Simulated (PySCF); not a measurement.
# Shapes and spin states of HGe(OH)

All numbers come from PBE0 in PySCF with Ge def2-TZVP, H def2-TZVP, O def2-TZVP; no relativity; density-fitted integrals.

Relaxations began from a few typed shapes and spin states; open shells are unrestricted. The search is not exhaustive: other isomers or separated fragments can lie lower, and high-lying points may rest on an excited occupation.

Q: Which is the lowest minimum found?
A. triplet C1: Ge–H 1.563 Å, Ge–O 1.788 Å, O–H 0.961 Å; Ge–O–H 111.8°, H–Ge–O 114.8°
B. triplet Cs: Ge–H 1.804 Å, Ge–O 1.820 Å, O–H 0.965 Å; Ge–O–H 111.8°, H–Ge–O 178.8°
C. singlet Cs: Ge–H 1.618 Å, Ge–O 1.787 Å, O–H 0.960 Å; Ge–O–H 114.6°, H–Ge–O 95.8°

A: C. The others lie at 170.6 (triplet C1), 277.4 (triplet Cs, a saddle point) kJ/mol above it.
